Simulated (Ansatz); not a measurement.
Born–Oppenheimer molecular dynamics of CH₄S₂Si (8 atoms, charge 0, multiplicity 1). It starts from a relaxed structure.

All numbers below come from RKS PBE/STO-3G in Ansatz.

```yaml
ensemble: NVT, Langevin thermostat
time_step: 1 fs
steps_asked: 300
set_temperature: 700 K
friction: 0.05 /fs
seed: 50356
```

First frame:

```xyz
8
Properties=species:S:1:pos:R:3
S 0.174 1.770 -0.928
C -0.406 0.345 0.038
Si 0.722 -1.096 0.400
S -1.000 -1.241 -0.793
H -1.082 2.283 -1.141
H -1.088 0.655 0.854
H 2.039 -1.105 -0.225
H 0.733 -1.668 1.740
```

Task: How far do the bonds stretch over the last three quarters of this one trajectory? (Pairs bonded in most of those frames.)

Result: 
| bond | mean (Å) | spread (Å) | shortest | longest |
| --- | --- | --- | --- | --- |
| S1–C2 | 1.843 | 0.060 | 1.71 | 1.96 |
| S1–H5 | 1.381 | 0.034 | 1.29 | 1.46 |
| C2–Si3 | 1.893 | 0.064 | 1.77 | 2.08 |
| C2–S4 | 1.898 | 0.062 | 1.78 | 2.06 |
| C2–H6 | 1.115 | 0.038 | 1.03 | 1.23 |
| Si3–S4 | 2.127 | 0.065 | 2.02 | 2.25 |
| Si3–H7 | 1.465 | 0.044 | 1.37 | 1.57 |
| Si3–H8 | 1.467 | 0.051 | 1.34 | 1.58 |

Mean temperature of the second half: 650 K. A run of 0.3 ps of so small a system gives no equilibrium averages. Limits of this set-up: minimal basis.

The run took 7.7 min on 1 CPU thread of a shared host.
